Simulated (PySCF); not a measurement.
**Calculated NMR parameters of C=C(C)[C@@H]1C[SiH2][C@@H]1C(C)=O**

```
Formula                               : C8H14OSi
SMILES                                : C=C(C)[C@@H]1C[SiH2][C@@H]1C(C)=O
Point group of the computed structure : C1
Degrees of unsaturation               : 3
Carbon signals                        : 8
Proton signals                        : 10
```

Atom-mapped SMILES (the numbers label the heavy atoms): `[CH2:1]=[C:2]([CH3:3])[C@@H:4]1[CH2:5][SiH2:6][C@@H:7]1[C:8]([CH3:9])=[O:10]`. Each H is labelled by its parent atom. Ha(C5), Ha(Si6) are cis to C2 on the ring; Ha(C1) is cis to C3; Hb(C5), Hb(Si6) are trans to C2 on the ring; Hb(C1) is trans to C3.

Computed data (PySCF 2.14): GFN2-xTB structure, shielding tensors at PBE0/pcSseg-1 (GIAO). One conformer, gas phase, fast rotation and ring inversion assumed for equivalent nuclei, relativity neglected.

Scale: ¹H, ¹³C, ²⁹Si vs TMS; ¹⁷O vs H2O (reference shieldings calculated alike).

| carbon | δC, type | δH (multiplicity) | HMBC from (2–3 bonds) | span of the C tensor (ppm) |
| --- | --- | --- | --- | --- |
| C1 | 115.5, CH2 | Hb(C1) 4.89 (br s); Ha(C1) 5.22 (br s) | H(C4), H(C3) | 182 |
| C2 | 161.4, C | – | Ha(C1), Hb(C1), H(C4), H(C7), Ha(C5), H(C3), Hb(C5) | 255 |
| C3 | 27.1, CH3 | 2.11 (s) | Ha(C1), Hb(C1), H(C4) | 35 |
| C4 | 41.9, CH | 3.37 (m) | Ha(C1), Hb(C1), Hb(Si6), Ha(Si6), H(C7), Ha(C5), H(C3), Hb(C5) | 26 |
| C5 | 13.4, CH2 | Hb(C5) 1.33 (m); Ha(C5) 2.34 (m) | Hb(Si6), Ha(Si6), H(C4), H(C7) | 37 |
| C7 | 50.3, CH | 3.17 (m) | Hb(Si6), Ha(Si6), H(C4), Ha(C5), H(C9), Hb(C5) | 50 |
| C8 | 219.5, C | – | Hb(Si6), Ha(Si6), H(C4), H(C7), H(C9) | 217 |
| C9 | 37.6, CH3 | 2.07 (s) | H(C7) | 64 |

Other nuclei:
| atoms | nucleus | environment | δ (ppm) | σ (ppm) |
| --- | --- | --- | --- | --- |
| Hb(Si6) | ¹H | hydrogen on a silicon bonded to 2 C, in a 4-membered ring | 4.69 | 27.03 |
| Ha(Si6) | ¹H | hydrogen on a silicon bonded to 2 C, in a 4-membered ring | 4.46 | 27.26 |
| Si6 | ²⁹Si | silicon bonded to 2 C, 2 H, in a 4-membered ring | -36.8 | 386.0 |
| O10 | ¹⁷O | ketone oxygen | 623.6 | -287.5 |

- Carbon types of the structure: 2 × C, 2 × CH, 2 × CH2, 2 × CH3, leaving 2 H on heteroatoms.
- δC 219.5: ketone carbonyl carbon; the double bond to the heteroatom, with no lone-pair donor beside it, deshields it most.
- δC 161.4: fully substituted alkene carbon; as expected for a trigonal carbon in a double bond.
- δC 115.5: terminal =CH2 carbon; as expected for a trigonal carbon in a double bond.
- δC 27.1: allylic methyl carbon; saturated and bonded to C and H only.
- δH 2.07: hydrogen on a methyl carbon α to a carbonyl; α to C=O.

Shifts are as computed. Against solution values, carbons near 30 ppm lie about +3 ppm off and those near 130 ppm about +5 ppm. Of 1211 compounds with measured shifts, 218 miss one by over three times the rms of a fit or turn the order of signals round; such compounds aren't used in these exercises. Unscaled 17O shifts of doubly bonded oxygen tend to come out too high, by tens of ppm or more. Experimental scales use liquid or dissolved standards, which lie at an offset from isolated H2O (liquid H2O: subtract about 36 ppm). No couplings were computed; multiplicities are counted from neighbouring protons, with m where these are inequivalent, close in shift, in a saturated or five-membered ring or joined by F or P, and br s for small geminal =CH2 splittings.
